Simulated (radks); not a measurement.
The numbers below are computed, except where a source is named.
Species: Cl8+. Configuration: 1s1 2s2 2p5 3p1 (not the ground configuration).

Level of theory: Dirac Kohn-Sham, PBE, spin-unpolarised, spherical densities, finite nucleus; open shells fill j = l - 1/2 first; Fermi nuclear charge, rms radius 3.3654 fm (a radial shooting solver on a logarithmic mesh with Libxc functionals).

Energy parts (eV):
| part | energy |
|---|---|
| total | -8881.485 |
| kinetic | 8931.047 |
| electron-nucleus | -19973.951 |
| Hartree | 2649.814 |
| exchange-correlation | -488.395 |

Orbitals (lengths in bohr, moments of r in powers of bohr; <r^-3> diverges for s and p1/2; r(max) is where P^2 peaks):
\begin{tabular}{lrrrr}
orbital & occ. & eigenvalue (eV) & r(max) & <r^-3> \\ \hline
1s1/2 & 1 & -3147.761 & 0.05872 & - \\
2s1/2 & 2 & -476.7025 & 0.3416 & - \\
2p1/2 & 2 & -427.0912 & 0.2741 & - \\
2p3/2 & 3 & -424.7950 & 0.2758 & 131.5 \\
3s1/2 & 0 & -158.7646 & 1.018 & - \\
3p1/2 & 1 & -143.8632 & 1.008 & - \\
3p3/2 & 0 & -143.4480 & 1.011 & 23.83 \\
3d3/2 & 0 & -120.1783 & 0.8933 & 2.845 \\
3d5/2 & 0 & -120.1172 & 0.8941 & 2.829 \\
4p1/2 & 0 & -72.4031 & 2.192 & - \\
4p3/2 & 0 & -72.2502 & 2.197 & 8.756 \\
4f5/2 & 0 & -60.2681 & 1.800 & 0.2711 \\
4f7/2 & 0 & -60.2617 & 1.800 & 0.2709 \\
\end{tabular}

The highest occupied level is 3p1/2 at -143.86 eV. The configuration is held as typed, so some empty levels lie below it. The density falls to 0.001 e/bohr^3 at r = 2.15 bohr.
